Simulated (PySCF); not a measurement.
# Spin-rotation constants: `O=C(Br)C(F)=C(F)F`, C3BrF3O

Cartesian coordinates in Å; atom numbers follow the order of the lines, from 1:
```xyz
8

O     1.608    0.654   -1.008
C     1.233    0.086   -0.037
Br    2.486   -0.586    1.276
C    -0.157   -0.199    0.336
F    -0.381   -0.856    1.478
C    -1.208    0.169   -0.415
F    -2.459   -0.072   -0.107
F    -1.112    0.814   -1.548
```

Computed with PySCF, GIAO B3LYP/pcSseg-1 magnetisability, rotational g tensor and spin-rotation constants, non-relativistic, gas phase. Geometry: GFN2-xTB.

The calculation is non-relativistic, which matters for the atoms heavier than Zn.

Question: Give the nuclear spin-rotation constants along the inertial axes (H = +C I·J) beside the isotropic shieldings.

Answer: Rotational constants 3.2415, 0.7285, 0.5948 GHz. A star marks the isotopologue with that one atom substituted, in its own axes.
| atom | isotope | Caa (kHz) | Cbb (kHz) | Ccc (kHz) | mean (kHz) | σ (ppm) |
| --- | --- | --- | --- | --- | --- | --- |
| Br3 | 79Br | 3.175 | 2.694 | 1.629 | 2.499 | 1505.2 |
| F5 | 19F | 1.699 | 0.686 | 0.405 | 0.930 | 346.0 |
| F7 | 19F | 4.587 | 1.034 | 0.640 | 2.087 | 242.7 |
| F8 | 19F | 4.705 | 0.917 | 0.633 | 2.085 | 250.6 |
| O1 | 17O* | -1.881 | -0.692 | -0.067 | -0.880 | -272.9 |
| C2 | 13C* | 1.750 | 0.243 | 0.182 | 0.725 | 1.6 |
| C4 | 13C* | 1.168 | 0.273 | 0.134 | 0.525 | 50.2 |
| C6 | 13C* | 1.231 | 0.343 | 0.170 | 0.581 | 9.4 |

For the geometry as given, no vibrational averaging.
